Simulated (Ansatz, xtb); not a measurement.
## Two conformers of CH4AgSSi

Structure a: `C[Si](S)[Ag]`, a doublet. Structure b: `C[Si](S)[Ag]`, a doublet. Both are isolated molecules in the gas phase, relaxed with r2SCAN-D4/def2-SVP.

a (Å):

```yaml
atoms:
  - { symbol: C, position_ang: [-0.1458, 0.6430, -1.1392] }
  - { symbol: Ag, position_ang: [-2.3802, 0.2292, 1.6908] }
  - { symbol: S, position_ang: [-0.5945, 3.3591, 0.3875] }
  - { symbol: Si, position_ang: [-1.5281, 1.4761, -0.1451] }
  - { symbol: H, position_ang: [0.1582, 1.2802, -1.9867] }
  - { symbol: H, position_ang: [-0.4843, -0.3266, -1.5365] }
  - { symbol: H, position_ang: [0.7435, 0.4647, -0.5112] }
  - { symbol: H, position_ang: [-1.6568, 3.8539, 1.0608] }
```

b (Å):

```xyz
8

C     0.2446   -0.3004    2.0123
Ag   -3.2455    0.7458    1.8344
S    -0.7412    0.5698   -0.9521
Si   -0.9682    0.9060    1.1863
H    -0.0017   -1.3453    1.7581
H     1.2771   -0.0990    1.6793
H     0.2121   -0.1971    3.1084
H     0.3471   -0.2301   -0.8607
```

Task: Estimate E(b) − E(a) at the level CCSD(T)/def2-SVP + ΔMP2/def2-TZVPP.

Result: Calculated at CCSD(T)/def2-SVP + ΔMP2/def2-TZVPP: E(b) − E(a) = +0.065 eV, so structure a lies lower.

How the difference moves with the method:

```json
{"level": "r2SCAN-D4/def2-SVP", "geometry": "r2SCAN-D4/def2-SVP", "E(b) − E(a) (eV)": "+0.083", "departure from the last row (eV)": "+0.018", "job, with rough time for the two": "optimisation, 58 s"}
{"level": "HF/def2-SVP", "geometry": "r2SCAN-D4/def2-SVP", "E(b) − E(a) (eV)": "+0.064", "departure from the last row (eV)": "−0.001", "job, with rough time for the two": "part of the CCSD(T) run"}
{"level": "MP2/def2-SVP", "geometry": "r2SCAN-D4/def2-SVP", "E(b) − E(a) (eV)": "+0.081", "departure from the last row (eV)": "+0.016", "job, with rough time for the two": "part of the CCSD(T) run"}
{"level": "CCSD(T)/def2-SVP", "geometry": "r2SCAN-D4/def2-SVP", "E(b) − E(a) (eV)": "+0.080", "departure from the last row (eV)": "+0.014", "job, with rough time for the two": "single point"}
{"level": "CCSD(T)/def2-SVP + ΔMP2/def2-TZVPP", "geometry": "r2SCAN-D4/def2-SVP", "E(b) − E(a) (eV)": "+0.065", "departure from the last row (eV)": "", "job, with rough time for the two": "single point, 45 s"}
```

None of the levels shown reverses the order. The largest departure from CCSD(T)/def2-SVP + ΔMP2/def2-TZVPP is that of r2SCAN-D4/def2-SVP, 0.018 eV. Levels run at GFN2-xTB geometries aren't shown. The last row adds to CCSD(T) the change of the MP2 difference between the two basis sets, here −0.014 eV.

With harmonic frequencies from r2SCAN-D4/def2-SVP (ideal gas, rigid rotor, one conformer each, 298.15 K, 1 atm): the zero-point term adds −0.012 eV; ΔH is +0.058 and ΔG +0.045 eV.

Open shells are spin-unrestricted. The correlated steps freeze 11 core orbitals; the last core shell of Ag is correlated, in a basis made for valence electrons. Atoms past krypton carry core potentials in the def2 sets and no spin–orbit term is included. Codes used: Ansatz 0.2.0; the last row on 2 threads of AMD EPYC 9B45 (Zen 5) on a shared host.
